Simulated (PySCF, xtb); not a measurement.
Si(H)(Cl)2(OH) (Cl2H2OSi), SMILES O[SiH](Cl)Cl. One conformer was computed; it need not be the lowest.

Harmonic wavenumbers (cm⁻¹) from GFN2-xTB (xtb) at its own minimum, in rising order: 150, 176, 240, 248, 461, 520, 623, 656, 764, 923, 2409, 3631.

Task: What does PBE0-D3(BJ)/def2-SVP in PySCF 2.14.0 give at its own minimum? (The exact figures need the calculation; the answer reports its results.)

Result: 179, 184, 295, 306, 524, 597, 771, 811, 865, 952, 2348, 3926. Paired by order, the mean absolute difference is 90 cm⁻¹ and the zero-point energies are 15.4 and 16.8 kcal/mol.
